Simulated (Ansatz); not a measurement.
```tsv
atom	x (Å)	y (Å)	z (Å)
C	0.0000	0.0000	-1.0272
S	0.0000	0.0000	0.3852
```

Basis set: def2-TZVP (spherical functions). Correlated methods keep 6 orbitals frozen. Charge 0, multiplicity 1.

Computed with Ansatz (development build ahead of 0.2.0); each method stands on the lowest determinant of its kind that the runs found. Restricted open shells among the atoms or ions are ROHF, correlated in semicanonical orbitals with singles.

The atomization energy at this shape (free ground-state atoms in the same class of orbitals less the molecule, no zero-point energy) of singlet CS:

```
 method  atomization energy
RHF-MP2        665.2 kJ/mol
```

Task: What does RHF give?

Result: 400.3 kJ/mol. Caution: the shape is not the minimum.
